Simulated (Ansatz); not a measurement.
Consider the substitution at a C–Mg bond: `[CH3][Mg][O][SiH3]` + `NB(O)F` → `COB(N)F` + `[MgH][O][SiH3]`.

Isolated molecules relaxed with PBE0-D4/def2-TZVP in Ansatz; ΔE leaves out vibrations. CCSD(T)/CBS is the MP2 limit (def2-TZVPP, def2-QZVPP) plus CCSD(T) − MP2 in def2-TZVPP, frozen cores. This one scheme is used for every species. Functionals use def2-TZVPP. For Mg outer-core shells are correlated without core-valence functions, which leaves a few kJ/mol of doubt a bond. Each species was taken in one conformer, which may not be the lowest.

`[CH3][Mg][O][SiH3]`:

Cartesian coordinates in Å:
```
C -2.222 1.244 -1.232
Mg -0.597 0.335 -0.331
O 0.815 -0.457 0.454
Si 2.080 -1.165 1.154
H -3.072 1.317 -0.547
H -2.559 0.685 -2.110
H -1.982 2.258 -1.564
H 1.720 -2.500 1.718
H 3.196 -1.378 0.184
H 2.619 -0.340 2.276
```

`NB(O)F`:

```xyz
7

N     0.560    0.283    0.694
B    -0.458    0.205   -0.273
O    -0.651   -0.826   -1.144
F    -1.324    1.220   -0.365
H     0.637    1.079    1.302
H     1.258   -0.420    0.847
H    -0.021   -1.542   -1.060
```

`COB(N)F`:

Cartesian coordinates in Å:
```
C 0.592 0.559 1.483
O 0.460 -0.354 0.413
B -0.352 -0.069 -0.638
N -0.490 -0.971 -1.700
F -1.035 1.090 -0.668
H 1.315 0.141 2.184
H -0.360 0.706 2.001
H 0.953 1.532 1.138
H -0.003 -1.847 -1.724
H -1.082 -0.787 -2.489
```

`[MgH][O][SiH3]`:

```xyz
7

Mg   -2.180    0.235    0.117
O    -0.398    0.042    0.023
Si    1.201   -0.130   -0.064
H    -3.855    0.417    0.205
H     1.597   -0.984   -1.223
H     1.885    1.188   -0.226
H     1.750   -0.769    1.169
```

Q: Is it downhill or uphill in electronic energy at CCSD(T)/CBS, and by how much? (An estimate is asked.)

A: The calculation gave: Uphill: ΔE = +85.7 kJ/mol.

Q: What do these levels give: r2SCAN-D4, ωB97M-V, B2PLYP, PBE, HF/def2-TZVPP, MP2/def2-TZVPP, SCS-MP2/def2-TZVPP, CCSD/def2-TZVPP, HF/def2-QZVPP, SCS-MP2/def2-QZVPP, HF/CBS(def2), MP2/CBS(def2)? (An estimate is asked.)

A: The calculation gave: r2SCAN-D4 76.9, ωB97M-V 74.5, B2PLYP 77.5, PBE 79.4, HF/def2-TZVPP 56.8, MP2/def2-TZVPP 86.5, SCS-MP2/def2-TZVPP 77.5, CCSD/def2-TZVPP 75.7, HF/def2-QZVPP 56.7, SCS-MP2/def2-QZVPP 82.2, HF/CBS(def2) 56.7, MP2/CBS(def2) 94.8 kJ/mol.

Largest T1 diagnostic among the species: 0.011.

In def2-TZVPP, CCSD(T) changes the Hartree–Fock value by +20.6 kJ/mol (the triples alone add +1.8 kJ/mol) and MP2 by +29.7 kJ/mol. The D4 term adds −3.9 kJ/mol with B3LYP and −2.1 kJ/mol with PBE0; it sums over pairs of atoms, weighted by their polarisabilities, and B3LYP, whose exchange is more repulsive, gets the larger term.

B3LYP here is the variant with VWN-RPA as its local correlation; programs differ in this.
